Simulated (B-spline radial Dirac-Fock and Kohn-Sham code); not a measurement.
## Pr⁵⁺: eigenvalues, ΔSCF and the reference

System: the Pr⁵⁺ ion, configuration [Kr] 4d10 5s2 5p6.

The density-functional columns are spherical, spin-unpolarised Dirac-Kohn-Sham results without Breit or QED terms: −ε is minus the orbital energy of the initial state and ΔSCF the difference of two total energies. The reference in the last column comes from Dirac-Fock (average of configuration) total-energy differences with a finite nucleus, the Breit interaction including its frequency dependence, and self-energy and vacuum-polarisation corrections. All numbers are from an atomic code on a B-spline grid, in eV; a selection of levels is shown. For the 1s level of heavy atoms much of the gap between ΔSCF and the reference is the Breit and QED part, -165.1 eV here; for other levels the error of the functional can be larger.

```
     level   PBE −ε  PBE ΔSCF   LDA −ε  LDA ΔSCF  Dirac-Fock
    K (1s)  41847.1   42265.3  41805.0   42222.0     42069.8
   L1 (2s)   6792.7    6871.9   6787.3    6866.7      6925.3
L2 (2p1/2)   6423.7    6522.2   6421.6    6520.2      6525.0
L3 (2p3/2)   5941.7    6032.2   5940.1    6030.8      6048.9
   M1 (3s)   1527.7    1556.5   1526.2    1555.1      1597.8
M2 (3p1/2)   1370.8    1400.8   1370.3    1400.4      1428.1
M3 (3p3/2)   1275.3    1304.0   1275.0    1303.8      1331.9
M4 (3d3/2)   1001.4    1033.7   1001.7    1034.0      1038.9
M5 (3d5/2)    980.8    1012.7    981.1    1013.0      1018.8
   N1 (4s)    363.2     377.4    362.6     376.8       396.8
N2 (4p1/2)    304.1     318.1    303.9     317.9       330.8
N3 (4p3/2)    283.0     296.5    282.7     296.2       309.5
N4 (4d3/2)    185.6     198.5    185.7     198.6       198.5
N5 (4d5/2)    181.8     194.6    181.9     194.7       194.7
   O1 (5s)    97.45     105.1    97.70     105.4       108.1
O2 (5p1/2)    79.46     86.66    79.70     86.93       85.47
O3 (5p3/2)    75.58     82.55    75.74     82.73       81.51
```

Question: Order the estimates of the K (1s) level by their distance from the Dirac-Fock value, nearest first.
A. PBE −ε
B. PBE ΔSCF
C. LDA −ε
D. LDA ΔSCF

Answer: D (152.3 eV), B (195.6 eV), A (222.7 eV), C (264.8 eV).

Values without a named source are computed, but for edge energies of neutral atoms, which are taken from tables.
